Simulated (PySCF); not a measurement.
**P²⁺ (phosphorus, charge +2) across methods**

[Ne] 3s2 3p1, 2P determinant. Calculation: PySCF 2.14, in aug-cc-pV(Q+d)Z with one added diffuse shell each of s, p, d, f, g type (8s7p6d4f3g, 114 functions); no relativity, point nucleus.

```
 method  E (hartree)  mean ε 3s α (eV)  mean ε 3s β (eV)  mean ε 3p α (eV)  Σ⟨r²⟩ (bohr²)   ⟨S²⟩
    UHF   -339.65026           -40.058           -37.076           -29.984          14.09  0.764
   PBE0    -340.0279           -35.920           -34.403           -26.376          13.92  0.755
wB97X-V    -340.1087           -38.509           -36.992           -28.723          13.96  0.754
 revPBE    -340.0978           -34.216           -33.044           -24.981          13.92  0.754
 r2SCAN    -340.1225           -34.596           -33.292           -25.418          13.94  0.759
wB97M-V    -340.1569           -38.262           -36.993           -28.181          13.99  0.752
    PBE    -339.9983           -34.256           -33.112           -24.961          13.91  0.754
```

Problem. Estimate the same row for LDA.

Solution. E (hartree) = -338.8806; mean ε 3s α (eV) = -34.341; mean ε 3s β (eV) = -33.267; mean ε 3p α (eV) = -24.813; Σ⟨r²⟩ (bohr²) = 13.91; ⟨S²⟩ = 0.752.
